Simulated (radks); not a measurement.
Task: Ionisation of neutral nickel, [Ar] 3d8 4s2, to [Ar] 3d9 as the strength of local exchange is varied. All-electron calculation, non-relativistic Kohn-Sham, Slater X-alpha exchange (alpha = 2/3 is LDA exchange), no correlation, spin-polarised, spherical densities, point nucleus; open shells are filled with parallel spins first. Program: a radial shooting solver on a logarithmic mesh with Libxc functionals.

| alpha | E(Ni) (hartree) | exchange (hartree) | IE (eV) | -e of the level emptied (eV) | <r> of it (bohr) |
|---|---|---|---|---|---|
| 0.698 | -1505.90620 | -60.60724 | 6.075 | 4.725 (4s) | 2.922 |
| 0.749 | -1510.34133 | -65.23521 | 5.923 | 5.033 (4s) | 2.884 |
| 0.764 | -1511.64836 | -66.60147 | 5.874 | 5.125 (4s) | 2.874 |
| 0.785 | -1513.48018 | -68.51813 | 5.802 | 5.255 (4s) | 2.858 |
| 0.913 | -1524.69520 | -80.29836 | 5.285 | 6.077 (4s) | 2.770 |
| x | -1503.21699 | -57.80727 | 6.157 | 4.542 (4s) | 2.945 |

Which alpha was used in the last row?

Result: alpha = 0.667. NIST Atomic Spectra Database: 7.640 eV (measured). The central value is not met in this range of alpha. Open shells are spherical and high-spin; term and fine-structure splittings are not resolved.
